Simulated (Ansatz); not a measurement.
A structure relaxed at PBE-D4/def2-SVP in Ansatz, charge 1, singlet:

```xyz
33

As    3.146    0.864   -1.492
As   -2.855    1.321    2.311
As    1.434    0.374    1.919
As   -0.668    1.979   -0.851
As    0.352   -1.129   -3.167
As   -1.522   -1.628    0.316
As    2.268   -2.693   -0.240
Al   -2.147    3.250    0.816
Al    1.600    2.098    0.090
Al    2.700   -1.441   -2.371
Al   -3.495   -1.096    1.862
Al    0.598   -1.970    1.520
Al   -1.498   -0.193   -1.704
H     4.588    0.914   -1.003
H     3.316    1.746   -2.722
H    -4.035    1.891    3.094
H    -1.876    1.299    3.484
H     2.741    0.308    2.698
H     0.565    0.977    3.016
H    -0.569    2.884   -2.077
H     0.448   -0.350   -4.474
H    -0.081   -2.467   -3.755
H    -1.797   -3.033   -0.215
H     3.616   -3.030    0.386
H     1.877   -4.105   -0.657
H    -1.095    4.123    1.650
H    -3.435    3.748    0.020
H     2.244    3.480    0.534
H     3.782   -2.061   -3.354
H    -3.257   -1.934    3.199
H    -4.777   -1.077    0.915
H     0.673   -2.906    2.801
H    -2.842   -0.145   -2.550
```

Problem. Give its formula.

Solution. Al₆As₇H₂₀⁺, a cluster cut from zinc blende AlAs (hydrogen-capped).

Problem. Summarise the bond lengths by kind (pairs closer than 1.2 times the sum of covalent radii, bridged metal pairs left out).

Solution. 16 × Al–As 2.46 to 2.57 Å; 12 × As–H 1.52 to 1.53 Å; 8 × Al–H 1.59 to 1.60 Å.

Single mean-field runs in def2-SVP are fitted with def2-universal-jkfit.
